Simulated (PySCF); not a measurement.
## Dipole polarisabilities along group 6

Calculated with PySCF 2.14 for the ground configurations, without spin-orbit coupling: coupled response for Hartree-Fock and DFT. Mean α in bohr³, C₆ of like pairs in atomic units.

```json
{"species": "Cr [Ar] 3d5 4s1 (aug-cc-pVDZ-DK, spin-free X2C)", "α UHF": "105.9", "α PBE": "70.88", "α PBE0": "75.26", "α recommended (Schwerdtfeger and Nagle)": "83 ± 12", "C₆ UHF": "961.6", "C₆ PBE": "575.0", "C₆ PBE0": "624.9"}
{"species": "Mo [Kr] 4d5 5s1 (aug-cc-pVDZ-PP with ECP28MDF, ECP)", "α UHF": "106.9", "α PBE": "71.73", "α PBE0": "76.62", "α recommended (Schwerdtfeger and Nagle)": "87 ± 6", "C₆ UHF": "1164", "C₆ PBE": "722.9", "C₆ PBE0": "782.2"}
{"species": "W [Xe] 4f14 5d4 6s2 (aug-cc-pVDZ-PP with ECP60MDF, ECP)", "α UHF": "100.1", "α PBE": "70.51", "α PBE0": "73.65", "α recommended (Schwerdtfeger and Nagle)": "68 ± 15", "C₆ UHF": "1228", "C₆ PBE": "844.0", "C₆ PBE0": "891.9"}
```

Hartree-Fock lacks correlation. All values carry a basis error, and heavy open shells lack spin-orbit coupling.
